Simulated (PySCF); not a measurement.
Sn(Me)(SH) (CH4SSn), SMILES [Sn]([SH])[CH3] (connectivity only; charge and spin as stated), neutral, multiplicity 1.

Coordinates come from a r2SCAN-D4/def2-SVP optimisation. The def2 effective core potentials stand for the cores of Sn; spin–orbit coupling is left out. Other conformers were not sampled.

Level of theory: C-PCM-B3LYP/def2-SVP (PySCF).

The values are the electrostatic part of the solvation free energy, E(continuum) − E(gas) at the gas-phase geometry, in a cavity of scaled van der Waals radii (PySCF's table); cavitation and dispersion terms are not included. A continuum can't describe solvent molecules that bind to the metal. In vacuum the orbital gap is 3.70 eV. The dipole moment in vacuum is 1.51 D.

| solvent | ε | ΔG(elec) (kcal/mol) | dipole (D) | gap (eV) |
|---|---|---|---|---|
| water | 78.36 | -3.0 | 2.27 | 3.82 |
| chloroform | 4.71 | -2.3 | 2.07 | 3.79 |
| dichloromethane | 8.93 | -2.7 | 2.17 | 3.81 |
